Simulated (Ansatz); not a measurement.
Mulliken charges of Cl$_{2}$F$_{2}$Ga$_{2}$H$_{2}$, SMILES `[F][Ga@H-]1[Cl+][Ga@@H-]([F])[Cl+]1` from ωB97M-V/def2-TZVPP in Ansatz (PBE0-D4/def2-TZVP geometry).

```
atom   x (Å)   y (Å)   z (Å)  charge (e)
  F1   2.736  -0.003   0.171      -0.365
 Ga2   1.254   0.552   0.904       0.578
 Cl3  -0.113  -1.335   0.980      -0.216
 Ga4  -1.354  -0.476  -0.797       0.578
  F5  -0.865  -1.423  -2.177      -0.365
 Cl6   0.006   1.417  -0.866      -0.216
  H7   1.139   1.411   2.177       0.003
  H8  -2.802  -0.143  -0.393       0.003
```

**Question.** By hand: the dipole of these point charges (1 e Å = 4.8032 D).

**Answer.** Σ q r = (-0.723, 0.551, 0.775) e Å, of length 1.195 e Å = 5.74 D.

**Question.** How does the dipole of the full density compare? (Best estimate.)

**Answer.** Computed: (-0.471, 0.360, 0.506) e Å, 3.74 D; the point charges give 1.53 times that, at 0° from its direction.

Point charges leave out the atoms' own dipoles, such as those of lone pairs, and Mulliken's split depends on the basis, so the two needn't agree.
